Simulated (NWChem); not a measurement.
CHCl, singlet; SMILES [CH]Cl

Program: NWChem. Low-valent species are run as closed-shell singlets; no triplet was tried in these runs. Coordinates come from a PBE-D3(BJ)/def2-SVP optimisation. Level PBE0/def2-SVP: single points from the atomic guess with DIIS by default; each run changes one setting, and all converged runs end within 0.3 mHa of each other.

Question: Which setting needs the most SCF iterations, or fails (no level shifting; core-Hamiltonian guess; DIIS on 3 Fock matrices; occupation smearing of 0.005 Ha; defaults; level shift of 0.5 Ha throughout)?

Answer: level shift of 0.5 Ha throughout, with 15 against 8 for the defaults.
```
setting                           SCF iterations
--------------------------------  --------------
defaults                                       8
DIIS on 3 Fock matrices                        8
occupation smearing of 0.005 Ha                8
no level shifting                              8
core-Hamiltonian guess                        11
level shift of 0.5 Ha throughout              15
```
